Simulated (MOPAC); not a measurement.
Job for MOPAC: PM3 on GaH3 (SMILES [GaH3]).

```
PM3 1SCF PRECISE CHARGE=0 THREADS=1
GaH3

Ga     0.71687756 1     0.24025665 1     0.98543529 1
H      1.97811339 1    -0.69683151 1     1.11975860 1
H     -0.60866573 1    -0.37568660 1     0.37690629 1
H      0.90053443 1     1.80568383 1     0.93432873 1
```

The log:

```
*******************************************************************************
 **                                                                           **
 **                              MOPAC v23.2.5                                **
 **                                                                           **
 *******************************************************************************
 ** MOPAC's Digital Object Identifier: https://doi.org/10.5281/zenodo.6511958 **
 **                                                                           **
 ** Please cite the open-source release paper for use of this MOPAC version:  **
 ** J. E. Moussa and J. J. P. Stewart (2026)                                  **
 ** MOPAC: An open-source semiempirical molecular orbital program             **
 ** J. Open Source Softw., 11(119), 8025, https://doi.org/10.21105/joss.08025 **
 *******************************************************************************

                              PM3 CALCULATION RESULTS

 *******************************************************************************
 *  PM3        - The PM3 Hamiltonian to be used
 *
 *
 *
 *                 CHARGE ON SYSTEM = 0
 *
 *
 *
 *  PRECISE    - TIGHTER CRITERIA TO BE USED
 *  1SCF       - DO 1 SCF AND THEN STOP
 *  THREADS=1  - MULTI-THREADING NOT USED
 *  T=         - A TIME OF 172800.0 SECONDS REQUESTED
 *  DUMP=N     - RESTART FILE WRITTEN EVERY 7200.0 SECONDS REQUESTED
 *******************************************************************************
PM3 1SCF PRECISE CHARGE=0 THREADS=1
 GaH3

   ATOM   CHEMICAL          X               Y               Z
  NUMBER   SYMBOL      (ANGSTROMS)     (ANGSTROMS)     (ANGSTROMS)

     1      Ga          0.71687756  *   0.24025665  *   0.98543529  *
     2       H          1.97811339  *  -0.69683151  *   1.11975860  *
     3       H         -0.60866573  *  -0.37568660  *   0.37690629  *
     4       H          0.90053443  *   1.80568383  *   0.93432873  *



          CARTESIAN COORDINATES

    NO.       ATOM           X           Y           Z

     1        Ga          0.7169      0.2403      0.9854
     2         H          1.9781     -0.6968      1.1198
     3         H         -0.6087     -0.3757      0.3769
     4         H          0.9005      1.8057      0.9343

  H: (PM3): J. J. P. STEWART, J. COMP. CHEM. 10, 209 (1989).
 Ga: (PM3): J. J. P. STEWART, J. COMP. CHEM. 12, 320-341 (1991).

           Empirical Formula: H3 Ga  =     4 atoms



      MOLECULAR POINT GROUP   :   Cs


      RHF CALCULATION, NO. OF DOUBLY OCCUPIED LEVELS = 3


 -------------------------------------------------------------------------------
 PM3 1SCF PRECISE CHARGE=0 THREADS=1
 GaH3



     1SCF WAS SPECIFIED, SO BFGS WAS NOT USED
     SCF FIELD WAS ACHIEVED


                              PM3 CALCULATION
                                                       MOPAC v23.2.5 Linux




          FINAL HEAT OF FORMATION =         78.29098 KCAL/MOL =     327.56948 KJ/MOL


          COSMO AREA              =         68.16 SQUARE ANGSTROMS
          COSMO VOLUME            =         50.49 CUBIC ANGSTROMS

          IONIZATION POTENTIAL    =         11.800732 EV
          HOMO LUMO ENERGIES (EV) =        -11.801 -3.832
          NO. OF FILLED LEVELS    =          3
          MOLECULAR WEIGHT        =         72.7587         POINT GROUP:  Cs

          MOLECULAR DIMENSIONS (Angstroms)

            Atom       Atom       Distance
            H     4    H     2     2.73096
            H     3    H     4     2.34138
            H     2   Ga     1     0.17920


          SCF CALCULATIONS        =          1





   ATOM   CHEMICAL          X               Y               Z
  NUMBER   SYMBOL      (ANGSTROMS)     (ANGSTROMS)     (ANGSTROMS)

     1      Ga          0.71687756  *   0.24025665  *   0.98543529  *
     2       H          1.97811339  *  -0.69683151  *   1.11975860  *
     3       H         -0.60866573  *  -0.37568660  *   0.37690629  *
     4       H          0.90053443  *   1.80568383  *   0.93432873  *

                             CARTESIAN COORDINATES

   1   Ga        0.716877560     0.240256650     0.985435290
   2    H        1.978113390    -0.696831510     1.119758600
   3    H       -0.608665730    -0.375686600     0.376906290
   4    H        0.900534430     1.805683830     0.934328730


           Empirical Formula: H3 Ga  =     4 atoms



      MOLECULAR POINT GROUP   :   Cs


                  EIGENVALUES
 -18.11727 -11.84978 -11.80073  -3.83224  -0.70726  -0.67924   0.33672


              NET ATOMIC CHARGES AND DIPOLE CONTRIBUTIONS

  ATOM NO.   TYPE          CHARGE      No. of ELECS.   s-Pop       p-Pop
    1         Ga          -0.135991        3.1360     1.14138     1.99461
    2          H           0.045778        0.9542     0.95422
    3          H           0.044431        0.9556     0.95557
    4          H           0.045781        0.9542     0.95422
 DIPOLE           X         Y         Z       TOTAL
 POINT-CHG.     0.035     0.007    -0.112     0.117
 HYBRID        -0.065    -0.013     0.200     0.211
 SUM           -0.031    -0.007     0.089     0.094


          ATOMIC ORBITAL ELECTRON POPULATIONS

     Atom    s        px        py        pz
    1 Ga   1.14138   0.91858   0.99298   0.08305
    2  H   0.95422
    3  H   0.95557
    4  H   0.95422

 **********************
 *                    *
 * JOB ENDED NORMALLY *
 *                    *
 **********************




 == MOPAC DONE ==
```

The run finished.

Cost: very roughly 0.03 core-seconds.
